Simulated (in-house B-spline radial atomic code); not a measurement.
Radial electron density of the neon ion Ne⁷⁺, [He] 2s1. Level of theory: non-relativistic r2SCAN0, spin-polarised, spherical fractional occupations, point nucleus; calculated with a radial B-spline atomic code at the basis-set limit.

Columns: r (bohr), 4πr²n(r) (electrons per bohr), bar.

```
 0.00575   0.2306 #
 0.00669   0.3063 #
 0.00778   0.4054 ##
 0.00904   0.5337 ##
  0.0105   0.6993 ###
  0.0122   0.9126 ####
  0.0142    1.188 #####
  0.0165    1.532 ######
  0.0192    1.965 ########
  0.0224     2.51 ##########
   0.026    3.147 #############
  0.0302    3.904 ################
  0.0352    4.801 ####################
  0.0409    5.787 ########################
  0.0476     6.86 ############################
  0.0553    7.944 #################################
  0.0643    8.983 #####################################
  0.0748    9.871 #########################################
   0.087    10.49 ###########################################
   0.101    10.71 ############################################
   0.118    10.45 ###########################################
   0.137    9.685 ########################################
   0.159     8.46 ###################################
   0.185    6.885 ############################
   0.215    5.211 #####################
    0.25    3.672 ###############
   0.291    2.489 ##########
   0.338    1.794 #######
   0.393    1.539 ######
   0.457    1.572 ######
   0.532    1.676 #######
   0.619    1.661 #######
   0.719    1.449 ######
   0.836    1.078 ####
   0.973   0.6679 ###
    1.13   0.3407 #
    1.32   0.1332 #
    1.53  0.04219 
    1.78 0.009637 
    2.07 0.001565 
    2.41 0.0001682
```

On this grid the curve has 2 maxima, near 0.101, 0.532 bohr.

The 1s down radial function P(r) = rR(r), positive near the nucleus:

| r (bohr) | P |
| --- | --- |
| 0.002 | 0.1197 |
| 0.0027 | 0.1604 |
| 0.00366 | 0.2154 |
| 0.00495 | 0.2876 |
| 0.00669 | 0.382 |
| 0.00904 | 0.5042 |
| 0.0122 | 0.6593 |
| 0.0165 | 0.8542 |
| 0.0224 | 1.093 |
| 0.0302 | 1.364 |
| 0.0409 | 1.662 |
| 0.0553 | 1.949 |
| 0.0748 | 2.176 |
| 0.101 | 2.275 |
| 0.137 | 2.176 |
| 0.185 | 1.852 |
| 0.25 | 1.346 |
| 0.338 | 0.7907 |
| 0.457 | 0.3497 |
| 0.619 | 0.1042 |
| 0.836 | 0.01875 |
